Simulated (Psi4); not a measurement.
Intermolecular potential of H2 ··· CHN (SMILES [H][H] and C#N). Monomers: optimised at B3LYP-D3(BJ) (def2-TZVP), held rigid. Orientation: lowest of the rigid-body minima from ten starts at GFN2-xTB. Only R, the distance of the centres of mass, is varied, so the lowest point isn't the relaxed dimer.

Levels of theory: PBE/def2-TZVP, counterpoise-corrected (Psi4); PBE-D3(BJ)/def2-TZVP, counterpoise-corrected (Psi4); PBE0/def2-TZVP, counterpoise-corrected (Psi4); CCSD(T)/aug-cc-pVDZ = DF-CCSD(T)/aug-cc-pVDZ, frozen core, counterpoise-corrected in Psi4.

Interaction energies in kcal/mol; the last columns give the difference from CCSD(T):

| R / Å | PBE/def2-TZVP | PBE-D3(BJ)/def2-TZVP | PBE0/def2-TZVP | CCSD(T)/aug-cc-pVDZ | PBE/def2-TZVP − CCSD(T)/aug-cc-pVDZ | PBE-D3(BJ)/def2-TZVP − CCSD(T)/aug-cc-pVDZ | PBE0/def2-TZVP − CCSD(T)/aug-cc-pVDZ |
|---|---|---|---|---|---|---|---|
| 2.64 | 3.22 | 2.80 | 3.44 | 4.45 | -1.23 | -1.64 | -1.01 |
| 2.80 | 1.52 | 1.13 | 1.66 | 2.22 | -0.71 | -1.09 | -0.56 |
| 3.04 | 0.24 | -0.09 | 0.33 | 0.53 | -0.29 | -0.62 | -0.20 |
| 3.21 | -0.16 | -0.45 | -0.09 | -0.01 | -0.15 | -0.44 | -0.07 |
| 3.37 | -0.33 | -0.58 | -0.26 | -0.25 | -0.08 | -0.33 | -0.01 |
| 3.57 | -0.39 | -0.60 | -0.34 | -0.36 | -0.04 | -0.25 | 0.02 |
| 3.92 | -0.34 | -0.49 | -0.30 | -0.33 | -0.01 | -0.16 | 0.03 |
| 4.20 | -0.27 | -0.38 | -0.24 | -0.27 | 0.00 | -0.11 | 0.03 |
| 4.71 | -0.15 | -0.21 | -0.14 | -0.17 | 0.01 | -0.05 | 0.03 |
| 5.41 | -0.07 | -0.10 | -0.07 | -0.09 | 0.02 | -0.01 | 0.02 |
| 6.44 | -0.03 | -0.04 | -0.03 | -0.04 | 0.01 | 0.00 | 0.01 |
| 7.70 | -0.01 | -0.02 | -0.01 | -0.02 | 0.00 | 0.00 | 0.00 |

PBE/def2-TZVP is furthest from CCSD(T)/aug-cc-pVDZ at 2.64 (-1.23 kcal/mol, below); its mean absolute difference over the points is 0.21 kcal/mol.

PBE-D3(BJ)/def2-TZVP is furthest from CCSD(T)/aug-cc-pVDZ at 2.64 (-1.64 kcal/mol, below); its mean absolute difference over the points is 0.39 kcal/mol.

PBE0/def2-TZVP is furthest from CCSD(T)/aug-cc-pVDZ at 2.64 (-1.01 kcal/mol, below); its mean absolute difference over the points is 0.17 kcal/mol.
